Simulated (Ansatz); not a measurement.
Saddle point of Si2H7Br, closed shell (SiH₃Br ([SiH3][Br]) + SiH₄ → Si₂H₆ ([SiH3][SiH3]) + HBr; bonds formed: Si1–Si7, Br2–H6; bonds broken: Si1–H6, Br2–Si7), PBE0-D4/def2-TZVP structure:

```xyz
10
angstrom
Si -1.2232 0.6557 -0.0083
Br 0.1368 -2.7113 0.1532
H -1.1296 1.3813 -1.2941
H -1.0656 1.5314 1.1737
H -2.4509 -0.1694 0.0759
H -0.3211 -0.8353 0.0565
Si 1.2158 -0.1372 -0.0217
H 1.8318 -0.4681 1.2725
H 1.7658 -0.6163 -1.2992
H 1.2404 1.3693 -0.1083
```

Energies are electronic, without zero-point energy. Barriers and step energies count from the start structure reached by relaxing down the imaginary mode; all methods use the PBE0-D4 structures, on which another method's saddle can fall below an end. Program: Ansatz 0.2.0. Basis: def2-TZVPP, with def2-QZVPP for the basis limit. Cores are frozen in the correlated methods. Filled d shells of the heavier atoms are correlated. The def2 sets are not built for correlating such inner shells, so the correlated values are less sure here. B3LYP uses VWN-RPA correlation. Extrapolation: Hartree–Fock as exp(−7.88 √X), correlation as X^−2.97.

```tsv
method	barrier (eV)	step energy (eV)
SPW92	1.703	0.683
PBE-D4	1.967	0.739
BLYP-D4	2.185	0.835
r2SCAN-D4	2.172	0.867
B97M-V	2.370	0.812
PBE0-D4	?	0.812
B3LYP-D4	2.352	0.886
r2SCAN0-D4	2.317	0.907
BHLYP-D4	?	0.978
CAM-B3LYP-D4	2.512	0.910
wB97X-V	2.530	0.905
wB97M-V	2.482	0.960
B2PLYP	2.493	0.932
PBE-QIDH	?	0.912
RPA on PBE	2.584	0.886
HF	3.185	1.124
MP2	2.538	0.986
CCSD	2.666	0.908
CCSD(T)	2.549	0.883
```

Problem. Fill in the withheld barriers. (Judge from chemistry; the value comes from the calculation.)

Solution. By the calculation: PBE0-D4 2.190; BHLYP-D4 2.597; PBE-QIDH 2.418 eV. Each is the energy of the saddle less that of the start structure, by the same method.

For comparison, the barrier by CCSD(T) at an estimated basis limit (MP2 extrapolated from triple and quadruple zeta, plus CCSD(T) − MP2 in triple zeta) is 2.483 eV.

No T1 diagnostic of these runs exceeds 0.012.

Labels in which every atom is bracketed show which atoms are joined, not bond orders.

For scale, one of the runs: CCSD(T)/def2-TZVPP, 230 basis functions, launched by `ansatz run in.yaml --threads 4 --pin off --events-out ev --progress --plain --max-ram 9574MiB`. Hardware: 4 CPU threads of an Arm Neoverse V1, shared host. Wall time 92 s; peak host memory 3.6 GiB.
